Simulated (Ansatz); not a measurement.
One change: `C=CB(Cl)Cl` becomes `C=[CH][Al]([Cl])[Cl]`.

Ansatz, PBE0-D4/def2-TZVP geometries, multiplicity 1. Each molecule was computed in one conformer, which needn't be the lowest.

```json
{"property": "HOMO–LUMO gap (ωB97M-V/def2-TZVPP) / eV", "`C=CB(Cl)Cl`": "10.64"}
{"property": "size of the dipole moment (B3LYP/def2-TZVPP) / D", "`C=CB(Cl)Cl`": "1.91"}
{"property": "LUMO energy (PBE0/def2-TZVPP) / eV", "`C=CB(Cl)Cl`": "-2.19"}
{"property": "HOMO energy (ωB97M-V/def2-TZVPP) / eV", "`C=CB(Cl)Cl`": "-10.74"}
{"property": "HOMO energy (PBE/def2-TZVPP) / eV", "`C=CB(Cl)Cl`": "-7.41"}
{"property": "LUMO energy (PBE/def2-TZVPP) / eV", "`C=CB(Cl)Cl`": "-3.09"}
```

What does the change do to each property? (Best estimate.)

Ansatz gave: 
```
                                        property  `C=[CH][Al]([Cl])[Cl]`  shift
         HOMO–LUMO gap (ωB97M-V/def2-TZVPP) / eV                   11.03   0.39
size of the dipole moment (B3LYP/def2-TZVPP) / D                    2.14   0.23
              LUMO energy (PBE0/def2-TZVPP) / eV                   -1.62   0.57
           HOMO energy (ωB97M-V/def2-TZVPP) / eV                  -10.77  -0.03
               HOMO energy (PBE/def2-TZVPP) / eV                   -7.42  -0.01
               LUMO energy (PBE/def2-TZVPP) / eV                   -2.49   0.60
```

Dipoles are sizes alone; their direction can turn.

B3LYP here is the variant with VWN-RPA as its local correlation; programs differ in this.
